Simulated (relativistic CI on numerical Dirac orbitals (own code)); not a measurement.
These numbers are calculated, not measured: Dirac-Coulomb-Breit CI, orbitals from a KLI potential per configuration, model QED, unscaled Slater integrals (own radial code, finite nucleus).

The strongest absorption lines from the ground level of an ion, among the configurations computed and to levels below about 76.3 eV (vacuum wavelength in Å, gf): 162.63 (0.13), 163.90 (0.52), 165.30 (0.066), 165.72 (0.097), 167.45 (0.74), 169.06 (0.063), 169.16 (0.051), 169.59 (0.028).

(1) Which ion is it?
A. In XI
B. Ag IX
C. In IX
D. I XV

## Answers

(1) A. In XI has 39 electrons and the ground level 4s²4p⁶4d³ ⁴F3/2; the strongest line goes to 4s²4p⁶4d²5p ⁴F°3/2. The pattern of lines fixes the number of electrons, and along that sequence the line energies rise steadily with the charge (about as its square where n changes within one kind of shell, about linearly where n is kept but much faster in heavy ions where fine structure, which grows about as Z⁴, sets the gap, and irregularly where shells cross), which fixes Z. Configurations outside the model, such as inner-shell arrays, can give stronger lines. At this charge energies of transitions that change n are usually good to better than 1 %, and those within a shell (Δn = 0) to a few per cent. Terms inside the open d or f shell come out 10 to 20 % too wide with unscaled integrals.

LS names give the leading component of a level, which can be under half, so a name can repeat, a term be missing and a line seem to break the LS rules.
